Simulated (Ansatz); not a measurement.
Program: Ansatz. Geometries: PBE0-D4/def2-TZVP. ΔE: electronic, gas phase. CCSD(T)/CBS is the MP2 limit (def2-TZVPP, def2-QZVPP) plus CCSD(T) − MP2 in def2-TZVPP, frozen cores. This one scheme is used for every species. Functionals use def2-TZVPP. HSE06 is defined as in plane-wave codes. For Se outer-core shells are correlated without core-valence functions, which leaves a few kJ/mol of doubt a bond. Scalar relativity is left out up to krypton. One conformer a species, not always the lowest.

`N[SiH2][SeH]` + H₂ → `[SiH3][SeH]` + NH₃  (hydrogenolysis of the Si–N bond)

```json
{"level": "LDA (SPW92)", "ΔE (kJ/mol)": "38.3"}
{"level": "HSE06-D4", "ΔE (kJ/mol)": "32.3"}
{"level": "BHLYP-D4", "ΔE (kJ/mol)": "34.2"}
{"level": "ωB97X-V", "ΔE (kJ/mol)": "33.2"}
{"level": "B2PLYP", "ΔE (kJ/mol)": "33.0"}
{"level": "PBE", "ΔE (kJ/mol)": "29.6"}
{"level": "CCSD(T)/def2-TZVPP", "ΔE (kJ/mol)": "32.4"}
{"level": "HF/CBS(def2)", "ΔE (kJ/mol)": "21.7"}
```

Problem. What does CCSD(T)/CBS give? (Best estimate.)

Solution. Computed: +35.5 kJ/mol. The listed levels differ from it by 2.8, -3.2, -1.3, -2.3, -2.5, -5.9, -3.1, -13.8 kJ/mol.

Problem. What do rigid-rotor, harmonic-oscillator terms from PBE0-D4/def2-TZVP frequencies (298.15 K, 1 bar) make of the CCSD(T)/CBS value? (An estimate is asked.)

Solution. Ansatz gave: ΔZPE = +14.6 kJ/mol, ΔH = +47.6 kJ/mol, ΔS = 27 J/(mol·K), ΔG = +39.5 kJ/mol.

Largest T1 diagnostic among the species: 0.009.

At CCSD(T), def2-SVP lies −14.5 kJ/mol from the extrapolated value and def2-TZVPP −3.1 kJ/mol. Leaving LDA and LC-ωPBE aside and taking each functional with its dispersion term where it has one, the values, not all of them listed here, spread over 7.2 kJ/mol, from B97M-V to r2SCAN-D4. LDA lies +8.7 kJ/mol from PBE without D4. In def2-TZVPP, CCSD(T) changes the Hartree–Fock value by +11.4 kJ/mol (the triples alone add +3.2 kJ/mol) and MP2 by +19.3 kJ/mol.
